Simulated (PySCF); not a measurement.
ICl₂⁺, singlet: structure and spectrum

Computed with PBE0 in PySCF with I def2-TZVP with ECP28, Cl def2-TZVP; scalar-relativistic core potentials, no spin–orbit coupling; density-fitted integrals.

The structure is a minimum.

Z-matrix (Å, degrees; charge 1 multiplicity 1):
```
I
Cl 1 2.2561
Cl 1 2.2561 2 102.33
```

* Point group: C2v
* Bond lengths: I–Cl 2.256 Å (×2)
* Bond angles: Cl–I–Cl 102.3°
* Highest occupied level: -14.02 eV
* Principal quadrupole moments (Buckingham, traceless) about the centre of mass: -8.88, 1.98, 6.90 D Å
* Entropy at 298.15 K and 1 bar: 301.6 J/(mol K)
* Heat capacity Cp at 298.15 K: 53.2 J/(mol K)
* Dipole moment about the centre of mass: 0.75 D
* Zero-point energy: 5.9 kJ/mol
* Lowest empty level: -9.68 eV
* Enthalpy at 298.15 K above 0 K: 13.18 kJ/mol
* Rotational constants: 0.1868, 0.07805, 0.05505 cm⁻¹
* Rotational symmetry number: 2
* Principal polarisabilities: 31.4, 47.4, 72.7 bohr³

Harmonic modes (masses in u: I 126.904, Cl 34.969):
```json
{"symmetry": "a1", "ω (cm⁻¹)": "139", "IR (km/mol)": "0.5", "μ (u)": "39.98", "type": "bend"}
{"symmetry": "b2", "ω (cm⁻¹)": "416", "IR (km/mol)": "26.4", "μ (u)": "42.73", "type": "stretch"}
{"symmetry": "a1", "ω (cm⁻¹)": "424", "IR (km/mol)": "2.5", "μ (u)": "40.29", "type": "stretch"}
```

In C2v the vibrations span 2a1 + b2. Here b1 is antisymmetric to the molecular plane and b2 lies in it.

Charges (e):
```json
{"atom": "I1", "Mulliken": "0.91", "Löwdin": "0.66", "polar tensor": "1.12", "Mayer order to I1": "–"}
{"atom": "Cl2,3", "Mulliken": "0.05", "Löwdin": "0.17", "polar tensor": "-0.06", "Mayer order to I1": "1.24"}
```

Mulliken populations on I1 (electrons outside its core potential): s 3.91, p 9.87, d 10.26, f 0.05.

Outer orbital energies (eV). occupied: -26.18, -19.31, -18.50, -17.47, -16.02, -15.89, -15.70, -14.02; empty: -9.68, -9.53, -1.93, -1.75.

Counting electrons, iodine keeps 4 of its valence electrons outside its bonds, so the VSEPR class is AX2E2 and the expected shape is bent (C2v), as computed.

Other isomers or separated fragments may lie lower.

The final relaxation and frequency run took of the order of 70 core-seconds on a shared host.
